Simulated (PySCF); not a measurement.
# GeP and its ions

PBE0; PySCF, no relativity, basis sets Ge def2-SVP, P def2-SVP. Neutral (UKS): doublet (π ↑), Re = 2.147 Å, ωe = 502 cm⁻¹, De = 3.27 eV, HOMO -6.54 eV, LUMO -4.47 eV.

GeP⁺ (UKS): triplet (π ↑↑), Re = 2.313 Å, ωe = 393 cm⁻¹, De = 2.69 eV to Ge⁺ + P. The energies at the minima are -2417.53686 hartree for GeP and -2417.22294 for GeP⁺.

(1) Work out the adiabatic ionisation energy, without and with harmonic zero-point energies (1 hartree = 27.2114 eV, 1 eV = 8065.5 cm⁻¹), and the change of the bond length.

Spin–orbit coupling is left out. For an ion De counts to the pair picked by the measured ionisation energies or electron affinities, which need not be the lowest pair at this level. States were picked by a PBE0 search and need not be the measured ground states.

Answers

(1) At PBE0: 0.31392 hartree = 8.542 eV between the minima; the zero-point term (393.0 − 502.0)/2 cm⁻¹ = -0.007 eV makes it 8.535 eV. Re changes by +16.6 pm against the neutral. The electron leaves a π orbital, and the longer bond of the ion fits a bonding orbital, or a change in how ionic the bond is.
